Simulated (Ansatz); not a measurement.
FeF₃. Total charge 0; doublet. Geometry PBE0-D4/def2-TZVP; atoms count from 1.

```
atom    x (Å)    y (Å)    z (Å)
 Fe1   0.0171   0.0503  -0.0480
  F2  -0.2583   1.1962   1.1955
  F3   1.5426  -0.7202  -0.1696
  F4  -1.3013  -0.5264  -0.9779
```

The charge 0 doublet is spin-contaminated (final ⟨S²⟩ up to 2.21, 0.75 for a pure state). At PBE0-D4/def2-TZVP a sextet of charge 0 lies 1.95 eV below the doublet, each at its own geometry.

Question: Estimate the Mulliken populations from the PBE0/def2-TZVP orbitals of Ansatz.

Answer: 
```tsv
atom	charge (e)	spin (α − β)	d electrons
Fe1	1.37	1.02	6.12
F2	-0.46	-0.01	–
F3	-0.46	-0.01	–
F4	-0.46	-0.01	–
```
Mulliken values depend strongly on the basis.

Question: Where does the spin sit?

Answer: Summed by element: Fe 1.02, F -0.02, of 1 unpaired in all. Largest on single atoms: Fe1 1.02, F2 -0.01, F3 -0.01.

Question: And the Mayer bond orders between heavy atoms (over 0.3)?

Answer: Fe1–F2 0.88 (1.71 Å); Fe1–F3 0.88 (1.71 Å); Fe1–F4 0.88 (1.71 Å).
